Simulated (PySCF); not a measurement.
C2H6OSi2, SMILES C#C[SiH2][SiH2]O. Atoms are numbered in the order given.

```xyz
11

C      0.5513     2.6120     0.3525
C      0.8341     1.4360     0.4760
Si     1.1190    -0.3905     0.5891
Si    -0.9219    -1.2097    -0.2112
O     -1.4044    -0.1244    -1.3883
H      0.3213     3.6604     0.2559
H      1.4321    -0.7553     1.9998
H      2.2773    -0.7429    -0.2801
H     -0.8181    -2.5516    -0.8438
H     -1.8901    -1.2932     0.9245
H     -1.1591     0.7925    -1.2120
```
Charge 0, spin multiplicity 1.

The structure is a stationary point at ωB97X-D3(BJ)/def2-SVP. The structure was generated by enumeration, and PubChem lists no compound with its InChIKey, so it may never have been made. Other conformers were not sampled.

Level of theory: PySCF with ωB97X/def2-TZVP.

ESP charges are fitted to the potential on shells at 1.4 to 2.0 van der Waals radii. Atomic charges (e):

```csv
atom,Mulliken,ESP fit,Löwdin
C1,-0.17,-0.41,-0.10
C2,-0.29,0.01,[?]
Si3,0.23,-0.01,0.20
Si4,0.35,0.47,0.09
O5,-0.54,-0.60,-0.14
H6,0.21,0.32,0.13
H7,-0.02,0.00,[?]
H8,-0.01,0.01,[?]
H9,-0.04,-0.06,[?]
H10,-0.05,-0.10,[?]
H11,0.33,0.38,[?]
```

**Question.** Complete the blanks. (The exact figures need the calculation; the answer reports its results.)

**Answer.** 
- C2, Löwdin: -0.24
- H7, Löwdin: -0.02
- H8, Löwdin: -0.02
- H9, Löwdin: -0.04
- H10, Löwdin: -0.04
- H11, Löwdin: 0.18

**Question.** Give the Mayer and Wiberg (Löwdin basis) orders of the bonds. (Estimate from the structure and the level; the computed values follow.)

**Answer.** 
```
bond     Mayer  Wiberg
-------  -----  ------
C1–C2     2.77    3.02
C2–Si3    0.89    1.16
Si3–Si4   0.93    1.05
Si4–O5    1.15    1.66
C1–H6     0.94    0.92
Si3–H7    0.95    0.92
Si3–H8    0.95    0.92
Si4–H9    0.95    0.94
Si4–H10   0.93    0.94
O5–H11    0.87    1.01
```
